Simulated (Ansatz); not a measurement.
Al2FHSe (`[F][Al]1[AlH][Se]1`) at its PBE0-D4/def2-TZVP geometry, where that method's forces vanish. The species carries charge 0 and has multiplicity 1.

```xyz
5

F     1.1875    1.0383   -2.3830
Al    0.4856    0.4050   -1.0377
Al   -0.6783   -0.8094    0.6636
Se    0.5250    1.1519    1.1803
H    -1.5198   -1.7858    1.5768
```

Problem. What forces (eV/Å) does B3LYP-D4/def2-TZVPP give on these atoms in the Gaussian-basis code of Ansatz? (Estimate.)

Solution. Computed: 
```
F1   0.074  0.066 -0.142
Al2 -0.070 -0.097  0.026
Al3 -0.110 -0.151  0.043
Se4  0.061  0.131  0.130
H5   0.046  0.052 -0.057
```

B3LYP here is the variant with VWN-RPA as its local correlation; programs differ in this.
